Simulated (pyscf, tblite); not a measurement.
H₂N–NH–SiH₂• (SMILES NN[SiH2]) → •HN–NH–SiH₃ (SMILES [NH]N[SiH3]): energy along the mass-weighted descent from the GFN2-xTB with spin polarisation saddle (tblite), relative to the relaxed reactant side.

```csv
s (amu^1/2 bohr),E (kcal/mol)
-6.01,1.4
-5.86,1.5
-5.69,1.6
-5.49,1.8
-5.23,2.1
-4.96,2.5
-4.58,3.2
-4.14,4.0
-2.88,5.8
-1.44,9.0
0.000,29.6
1.44,9.9
2.88,-4.9
4.32,-8.0
5.03,-9.6
5.40,-10.2
5.71,-10.7
5.92,-11.0
6.14,-11.2
6.31,-11.4
6.47,-11.5
```

Problem. The GFN2-xTB with spin polarisation barrier from the reactant side is 123.8 kJ/mol. What does ωB97X-D3(BJ) (PySCF) give from its own reactant-side minimum, in def2-SVP and in def2-TZVP?

Solution. 172.5 kJ/mol in the double-zeta basis after reoptimising the saddle, and 160.2 kJ/mol in the triple-zeta single point, so the tight-binding barrier lies 36.5 kJ/mol under the latter. The imaginary mode goes from 1574i to 1892i cm⁻¹.
